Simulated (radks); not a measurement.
Values are calculated unless marked as measured or tabulated.
Question: The mean radii <r> (bohr) of the occupied orbitals of an atom or ion are listed with their occupations. Level of theory: non-relativistic Kohn-Sham, exchange-only LDA, spin-polarised, spherical densities, point nucleus (a radial shooting solver on a logarithmic mesh with Libxc functionals).

orbital  occ.     <r>
1s up       1  0.2316
1s down     1  0.2301
2s up       1   1.170
2p up       2   1.129

Name the element and its charge. Open shells, if any, are filled with parallel spins first.

Answer: Z = 7, nitrogen, charge +2: N2+ in [He] 2s1 2p2. The 1s radius gives Z: for a bare nucleus <r> = 1.5/Z, 0.2143 bohr for Z = 7, and screening makes it slightly larger (0.2316 here). The occupations add up to 5, and the charge is Z minus that.
